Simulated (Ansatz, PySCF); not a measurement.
This Ansatz (a quantum-chemistry and plane-wave program) input computes a CCSD(T)/cc-pVDZ energy:

Ansatz 0.2 input:
```yaml
crystal:
  periodic: [false, false, false]
  atoms:
    - {symbol: B, position_ang: [1.41155008, 0.04231888, -0.16385306]}
    - {symbol: O, position_ang: [0.06571223, 0.41031435, 0.11165855]}
    - {symbol: C, position_ang: [-1.16694541, -0.45831144, 0.01179638]}
    - {symbol: H, position_ang: [1.55692687, -1.07242527, -0.50764320]}
    - {symbol: H, position_ang: [2.19013816, 0.91056289, -0.00741720]}
    - {symbol: H, position_ang: [-0.80143997, -1.42434030, -0.31603117]}
    - {symbol: H, position_ang: [-1.59823926, -0.49286798, 1.00667723]}
    - {symbol: H, position_ang: [-1.81394576, 0.01188677, -0.72121156]}
    - {symbol: H, position_ang: [-0.11521579, 1.32294340, 0.40084452]}
basis:
  gaussian:
    orbitals: cc-pVDZ
total_charge: 1
magnetization: {spin_polarized: false}
correlation: {method: ccsd_t, electrons: outside_noble_gas}
```

Task: Write an input for the same energy in PySCF and say what it gives.

Result: 
```python
from pyscf import gto, scf, mp, cc as ccmod

mol = gto.M(
    atom='''
    B     1.41155008    0.04231888   -0.16385306
    O     0.06571223    0.41031435    0.11165855
    C    -1.16694541   -0.45831144    0.01179638
    H     1.55692687   -1.07242527   -0.50764320
    H     2.19013816    0.91056289   -0.00741720
    H    -0.80143997   -1.42434030   -0.31603117
    H    -1.59823926   -0.49286798    1.00667723
    H    -1.81394576    0.01188677   -0.72121156
    H    -0.11521579    1.32294340    0.40084452
    ''',
    basis='cc-pvdz',
    charge=1,
    spin=0,
    verbose=4,
)

mf = scf.RHF(mol)
mf.conv_tol = 1e-10
mf.max_cycle = 100
mf.kernel()
mp2 = mp.MP2(mf, frozen=3).run()
cc = ccmod.CCSD(mf, frozen=3)
cc.max_cycle = 100
cc.kernel()
et = cc.ccsd_t()
print(f'E(CCSD(T)) = {cc.e_tot + et:.9f}')
```
It gives -141.11527 Eh, and Ansatz -141.11527 Eh, a difference of 0.00 mEh.

It need not be the lowest isomer of its formula.
